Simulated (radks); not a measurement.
Results of a calculation; reference values are marked as such.
Q: The mean radii <r> (bohr) of the occupied orbitals of an atom or ion are listed with their occupations. Code: a radial shooting solver on a logarithmic mesh with Libxc functionals. Model: scalar-relativistic Kohn-Sham, r2SCAN, spin-polarised, spherical densities, finite nucleus; meta-GGA in the generalised Kohn-Sham scheme; Fermi nuclear charge, rms radius of each element as measured or else 0.836 A^(1/3) + 0.57 fm.

orbital  occ.      <r>
1s up       1  0.02151
1s down     1  0.02151
2s down     1  0.09148
2s up       1  0.09148
2p up       3  0.08090
2p down     3  0.08089
3s up       1   0.2391
3s down     1   0.2389
3p up       3   0.2380
3p down     3   0.2377
3d up       5   0.2167
3d down     5   0.2164
4s up       1   0.5412
4s down     1   0.5413
4p up       3   0.5728
4p down     3   0.5730
4d up       5   0.6216
4d down     5   0.6229
5s up       1    1.292
5s down     1    1.320
5p up       3    1.485
5p down     3    1.521
4f up       7   0.8125
4f down     1   0.8547

Name the element and its charge. Open shells, if any, are filled with parallel spins first.

A: Z = 65, terbium, charge +3: Tb3+ in [Xe] 4f8. The 1s radius gives Z: for a bare nucleus <r> = (2 gamma + 1)/(2Z) with gamma = sqrt(1 - (Z/c)^2), 0.02124 bohr for Z = 65, and screening makes it slightly larger (0.02151 here). The occupations add up to 62, and the charge is Z minus that.
